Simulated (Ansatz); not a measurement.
Cr₂S₃. Charge 0, multiplicity 1. Geometry PBE0-D4/def2-SVP.

```xyz
5

Cr    0.631    0.759    1.428
Cr   -0.196   -0.293   -0.520
S    -1.726   -0.450   -1.742
S     0.001   -1.303    1.391
S     1.291    1.287   -0.556
```

The restricted singlet is unstable towards broken spin symmetry in Hartree–Fock (as tested in another run); at HF/STO-3G, PBE-D4/def2-TZVP, PBE0-D4/def2-SVP, r2SCAN0-D4/def2-TZVP this wasn't settled. At HF/def2-TZVP the restricted singlet is unstable: a solution with broken spin symmetry lies lower. At PBE-D4/def2-TZVP an occupied level lies above an empty one. Another isomer (singlet) lies 1.07 eV lower at PBE0-D4/def2-TZVP; other spin states weren't run for this one.

Problem. Estimate the orbital energies around the gap (eV) in Ansatz with HF/STO-3G, HF/def2-TZVP, PBE-D4/def2-TZVP, PBE0-D4/def2-SVP, r2SCAN0-D4/def2-TZVP.

Solution. 
| orbital | HF/STO-3G | HF/def2-TZVP | PBE-D4/def2-TZVP | PBE0-D4/def2-SVP | r2SCAN0-D4/def2-TZVP |
| --- | --- | --- | --- | --- | --- |
| HOMO−9 | -9.84 | -14.69 | -8.61 | -9.92 | -10.17 |
| HOMO−8 | -8.57 | -12.80 | -8.06 | -9.19 | -9.45 |
| HOMO−7 | -8.42 | -12.77 | -7.69 | -8.82 | -9.06 |
| HOMO−6 | -8.11 | -11.67 | -7.61 | -8.50 | -8.73 |
| HOMO−5 | -8.10 | -11.22 | -7.23 | -8.35 | -8.61 |
| HOMO−4 | -7.39 | -11.00 | -7.09 | -8.08 | -8.33 |
| HOMO−3 | -7.00 | -10.73 | -6.68 | -7.61 | -7.99 |
| HOMO−2 | -6.91 | -10.61 | -5.83 | -7.55 | -7.79 |
| HOMO−1 | -6.29 | -10.16 | -5.17 | -7.24 | -7.63 |
| HOMO | -5.71 | -9.63 | -4.58 | -6.16 | -6.49 |
| LUMO | 4.25 | -0.71 | -4.74 | -3.33 | -3.31 |
| LUMO+1 | 5.73 | 0.63 | -4.44 | -3.28 | -3.27 |
| LUMO+2 | 6.82 | 0.82 | -4.29 | -3.00 | -3.08 |
| LUMO+3 | 7.26 | 1.71 | -4.07 | -2.96 | -2.82 |
| LUMO+4 | 8.69 | 1.92 | -3.65 | -2.64 | -2.54 |
| LUMO+5 | 8.81 | 1.98 | -3.41 | -2.40 | -2.35 |
